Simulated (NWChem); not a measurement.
BH, singlet; SMILES [BH]

```xyz
2

B      0.0000     0.0000     0.2379
H      0.0000     0.0000    -1.0144
```
Atoms are numbered in this order, from 1.

Computed with NWChem. Low-valent species are run as closed-shell singlets; no triplet was tried in these runs. All runs use the structure optimised with PBE0/def2-SVP. Vzz is the largest principal value of the second derivative of the potential at the nucleus (NWChem prints the opposite sign); η is the asymmetry. Non-relativistic.

For level Hartree-Fock/def2-TZVP:

```
Property        Value
-------------  ------
Vzz B1 (a.u.)  -0.731
```

**Question.** How do the values read with level Hartree-Fock/def2-SVP instead?

**Answer.** 
| Quantity | Result |
|---|---|
| Vzz B1 (a.u.) | -0.692 |
